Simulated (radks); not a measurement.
The numbers below are computed, except where a source is named.
Charge is removed step by step from the 2s down level of Be, starting from [He] 2s(up 1, down 1). Level of theory: non-relativistic Kohn-Sham, LDA (Slater exchange, Perdew-Wang correlation), spin-polarised, spherical densities, point nucleus (a radial shooting solver on a logarithmic mesh with Libxc functionals).

removed (e)  E - E(0) (eV)  eigenvalue (eV)  E minus straight line (eV)
0                    0.000           -5.599                       0.000
0.25                 1.613           -7.316                      -0.644
0.5                  3.661           -9.063                      -0.854
0.75                 6.142          -10.774                      -0.629
1                    9.029          -11.945                       0.000

Removing the whole electron costs 9.029 eV by Delta-SCF, against 5.599 eV from minus the eigenvalue at the starting occupation. Slater's transition state (half an electron removed) gives 9.063 eV. Integrating minus the eigenvalue over the occupation (Janak's theorem) gives 9.003 eV. The mean slope of the eigenvalue, de/dn, is 6.35 eV per electron. Ionisation energy of Be in the NIST Atomic Spectra Database: 9.323 eV (measured).
